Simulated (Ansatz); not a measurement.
CH5BSeSi (`BC1[SiH2][Se]1`), relaxed with RKS PBE-D4/def2-SVP in Ansatz from a rough embedded geometry. The force threshold is 0.03 eV/Å; the program also tests the step.

Total charge 0; spin multiplicity 1.

Start:

```xyz
9

B     0.891    0.660   -0.908
C     0.209    0.447    0.485
Si   -0.813   -1.031    0.481
Se   -1.602    1.102    0.477
H     0.579    1.614   -1.603
H     1.907    0.088   -1.204
H     0.796    0.579    1.390
H    -0.961   -1.752    1.726
H    -1.005   -1.708   -0.845
```

Question: How much energy does the relaxation release, and in how many steps? (Best estimate.)

Answer: Ansatz gave: 0.68 eV, in 7 steps, 1 of them rejected.

Question: Which bonds change most? (Estimate.)

Answer: Ansatz gave: C2–Si3 from 1.797 to 1.916 Å; C2–Se4 from 1.927 to 2.044 Å; Si3–H8 from 1.447 to 1.496 Å; B1–C2 from 1.565 to 1.520 Å.

Question: Give the relaxed structure. (Estimate.)

Answer: The calculation gave: 
```xyz
9

B     0.968    0.659   -0.854
C     0.287    0.585    0.503
Si   -0.935   -0.886    0.378
Se   -1.645    1.193    0.776
H     0.333    0.865   -1.870
H     2.160    0.407   -0.918
H     0.855    0.568    1.451
H    -0.837   -1.880    1.492
H    -1.187   -1.510   -0.958
```
